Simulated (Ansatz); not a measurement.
Total energies of the cluster PtS2 from Ansatz at PBE-D4/def2-TZVP, gas phase (1 Eh = 27.2114 eV = 2625.5 kJ/mol). The reference geometry is relaxed at r2SCAN-D4/def2-TZVP.

```tsv
atom	x (Å)	y (Å)	z (Å)
Pt1	-0.005	0.002	0.000
S2	-0.860	-1.769	-0.653
S3	0.865	1.767	0.653
```

```json
{"state": "charge 0 singlet", "geometry": "reference", "energy (Eh)": "-915.50084"}
{"state": "charge 1 doublet", "geometry": "reference", "energy (Eh)": "-915.13313"}
{"state": "charge 0 triplet", "geometry": "relaxed at r2SCAN-D4/def2-TZVP", "energy (Eh)": "-915.47845"}
{"state": "charge 0 quintet", "geometry": "relaxed at r2SCAN-D4/def2-TZVP", "energy (Eh)": "-915.45675"}
{"state": "free Pt atom (triplet)", "geometry": "–", "energy (Eh)": "-119.30159"}
{"state": "free S atom (triplet)", "geometry": "–", "energy (Eh)": "-397.93833"}
```

In the def2 sets Pt takes a core potential; there is no spin–orbit coupling.

(1) Work out the vertical ionisation energy to the doublet.

(2) Which of the charge 0 states is lowest, and how far above it are the others?

(3) What is the binding energy per atom against free atoms?

(1) E(charge 1 doublet) − E(charge 0 singlet) = -915.13313 − (-915.50084) = 0.36771 Eh = 10.01 eV. For comparison, −ε of the highest occupied level is 6.97 eV at this level, 3.04 eV less.

(2) The singlet. triplet: -915.47845 − (-915.50084) = 0.02239 Eh = 58.8 kJ/mol; quintet: -915.45675 − (-915.50084) = 0.04409 Eh = 115.8 kJ/mol.

(3) Atoms: 1 × (-119.30159) + 2 × (-397.93833) = -915.17825 Eh. Binding: -915.17825 − (-915.50084) = 0.32259 Eh = 8.78 eV, or 2.93 eV for each of 3 atoms (no zero-point energy, no counterpoise term).

The structure comes from a short search, and lower isomers may exist.
